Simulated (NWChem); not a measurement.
Isomers of C$_{3}$H$_{6}$OSi, each optimised at B3LYP/6-31G* with NWChem, gas phase unless a solvent is named. Flexible species stand in one conformer each, which need not be the lowest. Pople sets run with spherical d functions. Shieldings are non-relativistic GIAO values without spin-orbit effects.

A: O=C1C[SiH2]C1
B: C#C[Si@@H](C)O
C: [SiH3]C1=CCO1
D: CC#C[SiH2]O

Task: Rank them by 29Si shift against tetramethylsilane, B3LYP/6-31G* (ppm), lowest first.

Result: C (-59.4), A (-42.3), D (-31.4), B (-14.7)
